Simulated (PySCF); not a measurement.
# Frontier orbitals and the lowest excitations

Te(OMe)2, C2H6O2Te.
Geometry (PBE0-D3(BJ)/def2-SVP, Å), atoms numbered from 1 in this order:
```xyz
11
C2H6O2Te angstrom
Te    -0.0087    0.2894   -1.7740
O      1.2196    0.9005   -0.3368
C      2.1293   -0.0378    0.1862
H      1.6179   -0.8841    0.6770
H      2.7338    0.4876    0.9431
H      2.8112   -0.4437   -0.5828
O     -1.2533   -0.7544   -0.6286
C     -2.1265   -0.0251    0.2009
H     -1.5817    0.5752    0.9502
H     -2.7525   -0.7589    0.7337
H     -2.7891    0.6513   -0.3690
```

Theory: TDDFT CAM-B3LYP/def2-SVPD, vertical, gas phase, core orbitals frozen in the response, def2 core potentials past Kr in PySCF 2.14.0, density-fitted response routines. Spin–orbit coupling is left out.

Frontier orbitals with the atoms that hold most of them (Löwdin shares over 4%, at most four atoms; ? is withheld):

```json
{"orbital": "LUMO+2", "ε (eV)": "1.07", "atoms": "Te1 57%, C3 10%, C8 9%, O7 5%"}
{"orbital": "LUMO+1", "ε (eV)": "-0.28", "atoms": "Te1 66%, O7 14%, O2 14%"}
{"orbital": "LUMO", "ε (eV)": "?", "atoms": "Te1 68%, O2 13%, O7 13%"}
{"orbital": "HOMO", "ε (eV)": "-7.54", "atoms": "?"}
{"orbital": "HOMO-1", "ε (eV)": "-9.58", "atoms": "?"}
{"orbital": "HOMO-2", "ε (eV)": "-9.61", "atoms": "O2 37%, O7 33%, C3 8%, C8 7%"}
{"orbital": "HOMO-3", "ε (eV)": "-10.65", "atoms": "O7 25%, O2 20%, C8 13%, Te1 11%"}
```

Problem. Which atoms hold the HOMO-1, and with what shares?

Solution. O7 (bonded to C and Te) 33%; O2 (bonded to C and Te) 29%; Te1 (bonded to 2 O) 9%; C8 (bonded to O and 3 H) 8%. By element: oxygen 62%, tellurium 9%, carbon 8% or more.

Problem. Which atoms hold the HOMO, and with what shares?

Solution. Te1 (bonded to 2 O) 74%; O7 (bonded to C and Te) 11%; O2 (bonded to C and Te) 10%. By element: tellurium 74%, oxygen 21%.

Problem. What is the LUMO energy, and the HOMO–LUMO gap?

Solution. ε(LUMO) = -0.81 eV; the gap is 6.73 eV (0.2472 hartree).

Problem. How does S1 compare with the orbital gap of 6.73 eV?

Solution. S1 is at 2.89 eV (f = 0.0003), 3.84 eV below the gap, made of HOMO→LUMO (98%). Without the coupling terms of the response equations the lowest excitation would equal the gap.

Problem. Give energy, strength and leading configuration of S1, S2, S3 and S5, and follow the Löwdin shares of the leading atoms from the occupied to the empty orbital.

Solution. 
- S1 (2.89 eV, f 0.0003), HOMO→LUMO (98%): Te1 74% → 68%, O7 11% → 13%, O2 10% → 13%
- S2 (3.70 eV, f 0.0011), HOMO→LUMO+1 (96%): Te1 74% → 66%, O7 11% → 14%
- S3 (5.25 eV, f 0.0020), HOMO-2→LUMO (87%): O2 37% → 13%, O7 33% → 13%, Te1 at most 7% → 68%
- S5 (5.76 eV, f 0.018), HOMO-1→LUMO+1 (84%): O7 33% → 14%, O2 29% → 14%, Te1 9% → 66%

Löwdin shares depend on the basis, the more so with diffuse functions.

One conformer stands for the species.
